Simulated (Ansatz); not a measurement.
`C[NH][Hf]([NH]C)([NH]C)[NH]C`. The species carries charge 0 and has multiplicity 1. Hf takes the def2 core potential. The geometry is a stationary point of PBE0-D4/def2-TZVP. It is one conformer, not always the lowest.

```xyz
25

C    -0.196    2.095    2.171
N     0.635    1.639    1.079
Hf    0.343    0.096   -0.243
N     2.163   -0.542   -0.922
C     3.215   -1.022   -0.050
N    -0.772    0.803   -1.809
C    -1.636    0.056   -2.699
N    -0.700   -1.459    0.599
C    -2.059   -1.371    1.091
H     0.285    1.981    3.151
H    -1.122    1.513    2.209
H    -0.490    3.149    2.067
H     1.502    2.161    1.042
H     2.450   -0.551   -1.891
H     4.129   -0.417   -0.110
H     3.493   -2.065   -0.252
H     2.885   -0.984    0.995
H    -0.833    1.796   -1.993
H    -1.602   -1.008   -2.446
H    -1.337    0.144   -3.752
H    -2.688    0.365   -2.629
H    -0.324   -2.388    0.728
H    -2.135   -1.527    2.175
H    -2.471   -0.376    0.886
H    -2.733   -2.089    0.604
```

(1) What is the dipole moment at r2SCAN/def2-TZVPP? (Best estimate.)

(2) And with PBE, B3LYP, ωB97M-V? (Best estimate.)

(3) Give the Mulliken charges with r2SCAN, B3LYP, ωB97M-V in def2-TZVPP. (Best estimate.)

## Answers

(1) Computed: 0.38 D, with components (0.38, -0.05, 0.03) D in this frame, pointing from negative to positive charge.

(2) The calculation gave: PBE 0.37 D, B3LYP 0.37 D, ωB97M-V 0.38 D.

(3) The calculation gave: 
```json
{"atom": "C1", "r2SCAN": "-0.01", "B3LYP": "-0.16", "ωB97M-V": "-0.21"}
{"atom": "N2", "r2SCAN": "-0.43", "B3LYP": "-0.38", "ωB97M-V": "-0.35"}
{"atom": "Hf3", "r2SCAN": "0.74", "B3LYP": "0.70", "ωB97M-V": "0.64"}
{"atom": "N4", "r2SCAN": "-0.42", "B3LYP": "-0.37", "ωB97M-V": "-0.34"}
{"atom": "C5", "r2SCAN": "-0.02", "B3LYP": "-0.16", "ωB97M-V": "-0.23"}
{"atom": "N6", "r2SCAN": "-0.42", "B3LYP": "-0.37", "ωB97M-V": "-0.34"}
{"atom": "C7", "r2SCAN": "-0.02", "B3LYP": "-0.16", "ωB97M-V": "-0.22"}
{"atom": "N8", "r2SCAN": "-0.43", "B3LYP": "-0.38", "ωB97M-V": "-0.35"}
{"atom": "C9", "r2SCAN": "-0.03", "B3LYP": "-0.17", "ωB97M-V": "-0.24"}
{"atom": "H10", "r2SCAN": "0.04", "B3LYP": "0.09", "ωB97M-V": "0.11"}
{"atom": "H11", "r2SCAN": "0.03", "B3LYP": "0.07", "ωB97M-V": "0.08"}
{"atom": "H12", "r2SCAN": "0.05", "B3LYP": "0.09", "ωB97M-V": "0.11"}
{"atom": "H13", "r2SCAN": "0.13", "B3LYP": "0.11", "ωB97M-V": "0.10"}
{"atom": "H14", "r2SCAN": "0.13", "B3LYP": "0.12", "ωB97M-V": "0.10"}
{"atom": "H15", "r2SCAN": "0.05", "B3LYP": "0.09", "ωB97M-V": "0.11"}
{"atom": "H16", "r2SCAN": "0.05", "B3LYP": "0.09", "ωB97M-V": "0.12"}
{"atom": "H17", "r2SCAN": "0.03", "B3LYP": "0.07", "ωB97M-V": "0.09"}
{"atom": "H18", "r2SCAN": "0.13", "B3LYP": "0.11", "ωB97M-V": "0.10"}
{"atom": "H19", "r2SCAN": "0.04", "B3LYP": "0.08", "ωB97M-V": "0.10"}
{"atom": "H20", "r2SCAN": "0.05", "B3LYP": "0.09", "ωB97M-V": "0.11"}
{"atom": "H21", "r2SCAN": "0.04", "B3LYP": "0.08", "ωB97M-V": "0.11"}
{"atom": "H22", "r2SCAN": "0.13", "B3LYP": "0.11", "ωB97M-V": "0.09"}
{"atom": "H23", "r2SCAN": "0.05", "B3LYP": "0.09", "ωB97M-V": "0.12"}
{"atom": "H24", "r2SCAN": "0.03", "B3LYP": "0.07", "ωB97M-V": "0.09"}
{"atom": "H25", "r2SCAN": "0.05", "B3LYP": "0.09", "ωB97M-V": "0.11"}
```

B3LYP here is the variant with VWN-RPA as its local correlation; programs differ in this.
